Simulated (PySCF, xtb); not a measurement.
C3H8Se, SMILES CC([SeH])C. Other conformers were not sampled.

Harmonic wavenumbers (cm⁻¹) from GFN2-xTB in xtb at its own minimum, in rising order: 146, 214, 231, 248, 275, 396, 519, 688, 921, 941, 974, 1044, 1143, 1154, 1213, 1297, 1406, 1416, 1482, 1483, 1491, 1493, 2045, 2923, 3012, 3015, 3017, 3020, 3023, 3032.

Task: What does r2SCAN-D4/def2-SVP in PySCF give at its own minimum? (An estimate is asked for; the answer gives what the named calculation found.)

Result: 174, 248, 262, 270, 297, 398, 552, 765, 902, 924, 958, 1042, 1144, 1167, 1233, 1335, 1380, 1390, 1454, 1455, 1467, 1477, 2430, 3018, 3027, 3071, 3112, 3120, 3135, 3139. Paired by order, the mean absolute difference is 50 cm⁻¹ and the zero-point energies are 61.8 and 63.4 kcal/mol.
